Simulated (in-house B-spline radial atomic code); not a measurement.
A fraction x of an electron is removed from 4p in Zr5+, starting from [Ar] 3d10 4s2 4p5 and keeping the highest spin. Method: scalar-relativistic (X2C) PW91, spin-polarised, spherical fractional occupations, Fermi nucleus of rms radius 4.2694 fm. Calculated with an all-electron radial atomic-structure program (B-spline basis).

| x | E(x) - E(0) (eV) | 4p down level (eV) |
| --- | --- | --- |
| 0 | 0.0000 | -88.668 |
| 0.09 | 8.0451 | -90.113 |
| 0.23 | 20.8185 | -92.365 |
| 0.26 | 23.5967 | -92.849 |
| 0.42 | 38.6592 | -95.433 |
| 0.5 | 46.3457 | -96.729 |
| 0.58 | 54.1358 | -98.026 |
| 0.73 | 69.0223 | -100.462 |
| 0.78 | 74.0658 | -101.275 |
| 0.96 | 92.5592 | -104.208 |
| 1 | 96.7405 | -104.860 |

The exact functional would give a straight line between the two integer points. Deviations E(x) - E(0) - x[E(1) - E(0)], in eV: -0.662 at x = 0.09, -1.432 at x = 0.23, -1.556 at x = 0.26, -1.972 at x = 0.42, -2.025 at x = 0.5, -1.974 at x = 0.58, -1.598 at x = 0.73, -1.392 at x = 0.78, -0.312 at x = 0.96.

The curve lies below the straight line by up to 2.025 eV (at x = 0.5): convex, the delocalisation error that favours fractional charges.

How well does Slater's transition state (minus the level at half occupation) give the ionisation energy?

It gives 96.729 eV against 96.740 eV from the two total energies; NIST lists 96.38 eV, ground level to ground level.
